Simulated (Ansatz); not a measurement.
Coupled-cluster diagnostics for Cs3H4, Ansatz.

Geometry of the doublet (r2SCAN-D4/def2-TZVP):

```
atom   x (Å)   y (Å)   z (Å)
 Cs1  -2.296  -1.550  -0.060
 Cs2  -0.584   1.919  -2.206
 Cs3   1.732  -1.070  -0.640
  H4   1.484   0.411   2.699
  H5  -0.534   0.637   0.327
  H6   0.941   0.554   2.199
  H7  -0.742  -0.901  -2.319
```

In the def2 sets Cs takes a core potential; there is no spin–orbit coupling. Correlated methods freeze no core orbitals; core or outer-core shells of Cs are correlated, in sets that lack core-valence functions. In the doublet, H4 and H6 lie 0.75 Å apart (atoms count from 1), so H2 has formed as a molecule. At PBE0-D4/def2-TZVPD a triplet of charge -1 lies 0.16 eV below the restricted singlet at the same geometry. The structure comes from a short search, and lower isomers may exist.

Q: Estimate the CCSD(T) correlation energy, the shares of MP2 and (T), T1 and the reference's ⟨S²⟩ for: charge 0, doublet, own geometry in def2-TZVPP; charge 0, doublet, own geometry in def2-TZVPD; charge 1, singlet, vertical in def2-TZVPP; charge -1, singlet, vertical in def2-TZVPD; and the rough time on 4 threads of AMD EPYC 7B13 on a shared host.

A: 
```
                          state       basis  correlation (eV)  MP2 share (%)  (T) share (%)     T1  ⟨S²⟩ (pure)  wall time                                                     remarks
charge 0, doublet, own geometry  def2-TZVPP           -15.884           87.2            2.5  0.023  0.75 (0.75)    4.4 min                                                           –
charge 0, doublet, own geometry  def2-TZVPD           -12.050           89.3            1.4  0.025  0.75 (0.75)       75 s                                                           –
    charge 1, singlet, vertical  def2-TZVPP           -15.569           87.2            2.4  0.007  0.00 (0.00)       25 s                                                           –
   charge -1, singlet, vertical  def2-TZVPD           -12.816           88.4            2.4  0.030  0.00 (0.00)       20 s  HOMO above zero, large T1 (0.030), restricted SCF unstable
```
Customary marks for T1 are 0.02 (closed shells), 0.045 (open shells) and about 0.05 (3d metals). T1 exceeds 0.02 in 3 of 4 rows and 0.045 in 0; the higher it lies, the less the single-reference result can be trusted.
